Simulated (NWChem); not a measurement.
Species: C$_{2}$H$_{3}$FO$_{2}$Si; SMILES C1C(O[Si@@H]1F)=O

```xyz
9

O      0.2395     2.4242    -0.3345
C      0.0545     1.2774    -0.0956
C     -1.2359     0.4412    -0.0408
Si    -0.0586    -0.9244     0.4254
F      0.1782    -2.0776    -0.6757
O      1.0373     0.3711     0.2323
H     -1.7324     0.3761    -1.0203
H     -1.9535     0.8296     0.6961
H     -0.0029    -1.5630     1.7538
```
Atoms are numbered in this order, from 1.

Program: NWChem. All runs use the structure optimised with PBE0/def2-SVP. Atomic charges in e: unrestrained fits to the electrostatic potential beside Mulliken populations; buried atoms are poorly determined by the fit.

Q: What does the run give for B3LYP/def2-SVP? Quantities: ESP O1; Mulliken O1; ESP C2; Mulliken C2; ESP C3; Mulliken C3; ESP Si4; Mulliken Si4; ESP F5; Mulliken F5; relative RMS misfit of the potential (%).

A: 
```
Property                                  Result
----------------------------------------  ------
ESP O1                                     -0.51
Mulliken O1                                -0.15
ESP C2                                      0.84
Mulliken C2                                 0.21
ESP C3                                     -0.66
Mulliken C3                                -0.26
ESP Si4                                     0.94
Mulliken Si4                                0.82
ESP F5                                     -0.31
Mulliken F5                                -0.31
relative RMS misfit of the potential (%)      17
```
